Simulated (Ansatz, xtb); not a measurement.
## C3H9AlOS: 3 structures ranked

3 gas-phase structures of C3H9AlOS, from a drawn sample of its isomers (lower ones may exist). Each was relaxed with GFN2-xTB; where two conformers were screened, the lower at r2SCAN-D4/def2-SVP//GFN2-xTB is listed:

A. `C[O][Al]([CH3])[S]C`, a singlet
B. `CC[S][AlH][O]C`, a singlet
C. `CC[O][AlH][S]C`, a singlet

Problem. Estimate their order in r2SCAN-D4/def2-SVP//GFN2-xTB energy at these geometries, lowest first.

Solution. Calculated order at r2SCAN-D4/def2-SVP//GFN2-xTB: A (0.000), C (0.319), B (0.424) eV.

Energies above the lowest of each column, in eV; the last columns are at r2SCAN-D4/def2-SVP geometries:

```tsv
structure	GFN2-xTB	HF/STO-3G	r2SCAN-D4/def2-SVP//GFN2-xTB	r2SCAN-D4/def2-SVP	CCSD(T)/def2-SVP + ΔMP2/def2-TZVPP
A	0.694	0.000	0.000	0.000	0.000
C	0.002	0.395	0.319	0.303	0.342
B	0.000	0.535	0.424	0.385	0.401
```

CCSD(T)/def2-SVP + ΔMP2/def2-TZVPP puts A lowest; GFN2-xTB picks B. Flexible structures stand in one conformer each, not always the lowest. B keeps a small imaginary mode. ΔMP2 is the change of the MP2 energy from the smaller to the larger basis.

Programs: Ansatz 0.2.0, xtb 6.7.1.
